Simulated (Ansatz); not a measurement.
`CC(C)[O][Sn][OH]` + `[F][Sn]([F])([F])[SH]` → `CC(C)[O][Sn][SH]` + `[OH][Sn]([F])([F])[F]`  (redistribution)

Gas-phase electronic energies from Ansatz, PBE0-D4/def2-TZVP geometries. CCSD(T)/CBS adds triple-zeta CCSD(T) − MP2 to the extrapolated MP2 energy (def2 sets, frozen cores). DFT in def2-TZVPP. B3LYP here is the variant with VWN-RPA as its local correlation; programs differ in this. Elements past krypton have def2 core potentials. For Sn outer-core shells are correlated without core-valence functions, which leaves a few kJ/mol of doubt a bond. Each species was taken in one conformer, which may not be the lowest.

Task: Is it downhill or uphill in electronic energy at CCSD(T)/CBS, and by how much? (Best estimate.)

Result: Ansatz gave: Uphill: ΔE = +2.3 kcal/mol.

Task: What do these levels give: PBE0-D4, r2SCAN, B3LYP, CCSD/def2-TZVPP, SCS-MP2/def2-QZVPP, HF/CBS(def2)? (Best estimate.)

Result: Computed: PBE0-D4 2.3, r2SCAN 2.9, B3LYP 4.1, CCSD/def2-TZVPP 2.2, SCS-MP2/def2-QZVPP 2.4, HF/CBS(def2) 2.5 kcal/mol.

Largest T1 diagnostic among the species: 0.016.

The D4 term adds −1.2 kcal/mol with B3LYP and −0.6 kcal/mol with PBE0; it sums over pairs of atoms, weighted by their polarisabilities, and B3LYP, whose exchange is more repulsive, gets the larger term.
